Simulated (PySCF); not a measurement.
Relaxed structures of B₂H₃OF, closed shell (PBE0-D4/def2-TZVP; forces vanish, vibrations not checked; lower isomers may exist, and structures with a doubtful reference or unclear bonds are left out; Å). Program: PySCF 2.14 with density fitting (its default auxiliary sets; JK sets also for MP2 and CCSD(T)). Basis: def2-TZVPP. Cores are frozen in the correlated methods.

(1) Rank them by CCSD(T) energy, lowest first, and give each one's height above the lowest. Links in brackets join atoms within 1.22 times the sum of their covalent radii (1.1 for two metals). (An estimate is asked for; the value comes from the calculation.)
A.
B₂H₃OF ([BH][B]([OH2])[F])
```
7
angstrom
B -0.4728 1.0460 -0.2586
B 0.5711 -0.0636 -0.1924
O 0.5570 -0.8392 1.2246
F 1.5398 -0.6473 -0.9349
H 1.4054 -0.7608 1.6825
H -1.2910 1.8952 -0.2648
H 0.3595 -1.7795 1.1148
```
B.
a complex of B₂H₂O ([BH2][B][O]) + HF
```
7
angstrom
B -0.6023 0.6324 -0.1715
B 0.2902 -0.5389 0.6266
O 0.9877 -1.4179 1.0668
F 0.1387 0.1862 -1.9682
H -1.7402 0.4077 -0.4430
H -0.2232 1.7614 -0.1546
H 0.7333 -0.5256 -1.9140
```
C.
B₂H₃OF ([BH2][B]([OH])[F])
```
7
angstrom
B -0.7336 0.9730 -0.1515
B 0.2867 -0.3752 -0.1397
O 0.6992 -0.9433 1.0151
F 0.7070 -0.9071 -1.2997
H -1.9245 0.8595 -0.1756
H -0.3007 2.0885 -0.1527
H 1.2767 -1.7033 0.8818
```

The T1 diagnostic stays at or below 0.017. The restricted Hartree–Fock reference is unstable towards an unrestricted one at one or more of these structures.

## Answers

(1) Computed: C (0.000 eV), B (1.512 eV), A (4.118 eV). Heights count from the lowest.

For scale, one of the runs: CCSD(T)/def2-TZVPP, 166 basis functions, launched by `OMP_NUM_THREADS=2 python run.py`. Time: 6.1 min of wall clock on 2 CPU threads of an Arm Neoverse V1; the host was shared. Peak host memory: 1.5 GiB.
